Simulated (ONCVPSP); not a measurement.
## iridium, ONCV: configuration errors across variants

iridium, optimised norm-conserving Vanderbilt (ONCV), made with ONCVPSP 4.0.1 (revPBE, fully relativistic). Core [Kr] 4d10 4f14, reference 5s2 5p6 5d7 6s2. Waves: 5s+6s: rc 1.60 bohr, ncon 4, nbas 9, qcut 9.3 1/bohr, 2 projectors; 5p: rc 1.60 bohr, ncon 5, nbas 8, qcut 8.1 1/bohr, 3 projectors, debl 1.4 Ha; 5d: rc 1.40 bohr, ncon 4, nbas 9, qcut 6.8 1/bohr, 2 projectors, debl 2.3 Ha; f scattering state at 0.38 Ha: rc 1.40 bohr, ncon 4, nbas 8, qcut 8 1/bohr, 2 projectors, debl 3.9 Ha. Local part: polynomial inside 0.95 bohr (lpopt 5, dvloc0 4 Ha). Core correction: none.

Open shells are filled in proportion to 2j + 1.

In the p channel the program set the typed energies aside and used -1.871, 0.250, 1.650 Ha (j = l + 1/2; the other j can differ).

All-electron excitation energies from the reference (eV): (1) 5s2 5p6 5d7 6s1 9.795; (2) 5s2 5p6 5d7 6s0 27.133; (3) 5s2 5p6 5d6 6s0 57.584; (4) 5s2 5p6 5d6 6s2 6p1 7.119.

Errors AE − PS in meV (a dash: test not solved or not reliable):

```tsv
change	(1)	(2)	(3)	(4)	bound ghosts	GHOST(+) flags above zero
base	-0.2	-0.4	+2.9	-2.5	none	s, p3/2, f7/2, p1/2, f5/2
p: debl 2.15	-0.2	-0.4	+2.9	-2.5	none	s, f7/2, f5/2
p: debl 3.7	-0.2	-0.4	+2.9	-2.5	none	s, p3/2, f7/2, p1/2, f5/2
```

Question: Give the same row for: p: debl 4.65.

Answer: -0.2, -0.4, +2.9, -2.4; bound ghosts: none; GHOST(+) flags above zero: s, p3/2, f7/2, f5/2.
